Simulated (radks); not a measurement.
The numbers below are computed, except where a source is named.
Problem. The mean radii <r> (bohr) of the occupied orbitals of an atom or ion are listed with their occupations. Code: a radial shooting solver on a logarithmic mesh with Libxc functionals. Model: non-relativistic Kohn-Sham, PBE, spin-polarised, spherical densities, point nucleus.

| orbital | occ. | <r> |
|---|---|---|
| 1s up | 1 | 0.1156 |

Name the element and its charge. Open shells, if any, are filled with parallel spins first.

Solution. Z = 13, aluminium, charge +12: Al12+ in 1s1. The 1s radius gives Z: for a bare nucleus <r> = 1.5/Z, 0.1154 bohr for Z = 13, and the self-interaction of the functional makes it slightly larger (0.1156 here). The occupations add up to 1, and the charge is Z minus that.
